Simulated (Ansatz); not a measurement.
A nudged elastic band was laid between two geometries of H$_{4}$OSn (6 atoms, charge 0, multiplicity 1).

Computed with RKS PBE0/def2-SVP in Ansatz 0.2.0.

- movable images: 7
- climbing image: yes
- spring: 5.0 eV/Å²
- optimiser: quadratic models (default)
- start path: through a guess of the saddle point
- force threshold: 0.05 eV/Å
- iteration limit: 60
- end points: relaxed

Initial state:

```xyz
6
Properties=species:S:1:pos:R:3
Sn 0.352 -0.017 0.033
O 0.760 -0.125 1.980
H -0.038 -0.171 2.519
H 1.903 0.052 -0.673
H -0.569 1.401 -0.272
H -0.519 -1.421 -0.438
```

Final state:

```xyz
6
Properties=species:S:1:pos:R:3
Sn 0.106 0.551 -0.841
O 1.243 0.081 1.265
H 0.509 0.018 1.891
H 1.628 -0.804 1.241
H -1.194 1.037 0.290
H -0.402 -1.165 -0.696
```

Problem. Which bonds break or form, and what moves?

Solution. Bonds broken: Sn1–H4. Bonds formed: O2–H4.

Problem. What energy profile does the band end with?

Solution. The forces met the threshold. The highest image is number 4 of 0 to 8, 2.00 eV above the first end and 1.95 eV above the last; the last end lies 0.05 eV above the first. Neighbouring images differ by up to 1.6 eV, so the band resolves the path poorly. A vibrational analysis at the climbing image gives one clearly imaginary mode, 1296i cm⁻¹: a first-order saddle point. The orbitals stay closed-shell, which can raise the energy where a bond breaks towards radicals; this wasn't checked here.

| image | path coordinate (Å) | energy (eV) | Sn1–H4 (Å) | O2–H4 (Å) |
| --- | --- | --- | --- | --- |
| 0 | 0.00 | 0.00 | 1.71 | 2.89 |
| 1 | 0.67 | 0.01 | 1.71 | 2.98 |
| 2 | 1.34 | 0.01 | 1.71 | 2.96 |
| 3 | 2.00 | 0.68 | 1.69 | 2.31 |
| 4 | 2.67 | 2.00 | 1.76 | 1.54 |
| 5 | 3.34 | 0.36 | 2.30 | 0.98 |
| 6 | 4.01 | 0.07 | 2.89 | 0.96 |
| 7 | 4.67 | 0.06 | 2.93 | 0.97 |
| 8 | 5.34 | 0.05 | 2.91 | 0.97 |

Problem. What is the geometry of the highest image?

Solution. 
```xyz
6
Properties=species:S:1:pos:R:3
Sn 0.207 0.032 -0.333
O 0.832 0.212 1.745
H 0.764 -0.636 2.208
H 1.739 -0.027 0.528
H -0.754 1.437 -0.607
H -0.898 -1.299 -0.392
```

Time of the run: 2.5 min on 1 thread of Arm Neoverse V2, with other jobs on the host, peak memory 0.11 GiB.
